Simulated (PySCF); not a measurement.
HO2, SMILES [O]O (connectivity only; charge and spin as stated), charge -1, multiplicity 1.

Geometry: r2SCAN-D4/def2-TZVPD. The multiplicity is an assumed one; other spin states were not compared. The isomer is the one that the SMILES or the coordinates give; other isomers of the formula were not compared.

Method: HF/def2-TZVPD run with PySCF.

Symmetry labels are those of the subgroup Cs that the program uses (full group Cs).

Task: List the valence orbital energies around the gap with their symmetry. (Estimate from the structure and the level; the computed values follow.)

Result: 
```csv
orbital,symmetry,energy (eV)
HOMO−7,A',-551.21
HOMO−6,A',-29.93
HOMO−5,A',-22.45
HOMO−4,A',-10.58
HOMO−3,A",-7.76
HOMO−2,A',-6.86
HOMO−1,A',-3.88
HOMO,A",-3.18
LUMO,A',6.29
LUMO+1,A',7.01
LUMO+2,A',7.98
LUMO+3,A",8.34
```
